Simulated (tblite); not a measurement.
Compound: C₆H₉O (doublet state).
Structure used (GFN2-xTB), in Å, numbered top down from 1:
```xyz
16
C6H9O angstrom
C      1.7202   -0.3058    0.5730
C      0.7614    0.2478   -0.4779
C     -0.0606    1.3787    0.0397
C     -1.2872    1.0173    0.3928
C     -1.5603   -0.4230    0.1221
C     -0.3727   -0.8625   -0.7742
O      0.0148   -2.0955   -0.7625
H      1.1886   -0.5202    1.4966
H      2.5025    0.4237    0.7753
H      2.1679   -1.2268    0.2087
H      1.3236    0.5047   -1.3783
H      0.3526    2.3709    0.1132
H     -2.0377    1.6673    0.8096
H     -1.5633   -1.0125    1.0423
H     -2.5217   -0.5851   -0.3687
H     -0.6358   -0.5701   -1.8232
```

Level: GFN2-xTB in tblite, geometry and Hessian alike; calculated harmonic values, unscaled, isolated species. The method is semi-empirical: single wavenumbers can be off by several per cent or more. One conformer, not necessarily the lowest. Open shells enter through the occupations alone, without spin polarisation, and single modes of such species can be off by tens of per cent.

Harmonic wavenumbers (cm⁻¹): 100.5, 205.7, 233.1, 251.9, 413.4, 441.9, 455.2, 579.0, 626.8, 729.2, 751.2, 806.1, 872.6, 903.2, 957.6, 996.6, 1016.5, 1048.5, 1069.8, 1082.6, 1109.3, 1123.0, 1173.3, 1207.6, 1250.2, 1275.0, 1305.9, 1323.4, 1389.6, 1439.4, 1466.8, 1486.8, 1658.1, 2554.2, 2952.7, 2955.5, 2981.6, 3017.9, 3046.5, 3049.4, 3100.2, 3116.9.

A = 3651, B = 3059, C = 1960 MHz; mass 97.065 u (most abundant isotopes); point group C1, symmetry number 1; spin multiplicity 2.

Task: Zero-point energy?

Result: ½Σν̃ = 28762 cm⁻¹ = 344.07 kJ/mol.

Task: What is S at 500 K and 1 bar for an ideal gas of classical rigid rotors and harmonic oscillators?

Result: Translation 176.66, rotation 119.78, vibration 122.84, spin (R ln 2) 5.76: S = 425.0 J/(mol K).

Task: And Cp and H(500 K) − H(0)?

Result: Cp = 190.67 J/(mol K), of which vibrations give 157.41 (their classical limit is 42 R = 349.2); H(500 K) − H(0) = 52.59 kJ/mol without the zero-point energy, 35.96 from vibrations.

Task: Blend soft modes into free rotors: weight 1/[1 + (100 cm⁻¹/ν̃)⁴] for the oscillator and the rest for a rotor with moment μB/(μ + B), μ = h/(8π²ν), B = 10⁻⁴⁴ kg m². What vibrational entropy results?

Result: 120.44 J/(mol K) in place of 122.84, which changes −T·S at 500 K by +1.20 kJ/mol.

Task: What must be added to the electronic energy to get the Gibbs energy at 500 K and 1 bar?

Result: ZPE + [H(500 K) − H(0)] − T·S = 344.07 + 52.59 − 212.52 = 184.14 kJ/mol.

Task: How do the functions run with temperature in this model?

Result: 
```
 T (K)  S (J/(mol K))  Cp (J/(mol K))  H − H(0) (kJ/mol)  G − H(0) (kJ/mol)  ln q(vib)
   150          283.5            67.9               7.07             -35.45       0.89
   250          325.8           101.9              15.51             -65.95       2.15
298.15          345.3           120.3              20.85             -82.11       2.84
   400          386.1           158.4              35.08            -119.37       4.44
   600          462.2           217.1              73.02            -204.32       7.88
   900          561.6           272.0             147.12            -358.34      13.19
```

q(vib) and H(0) count from the zero-point level.

Hindered rotation and anharmonicity are outside this model. Other conformers, if any are populated, would add a mixing term that is left out. The structure is chiral; the term R ln 2 for an equal mix with its mirror image is left out.
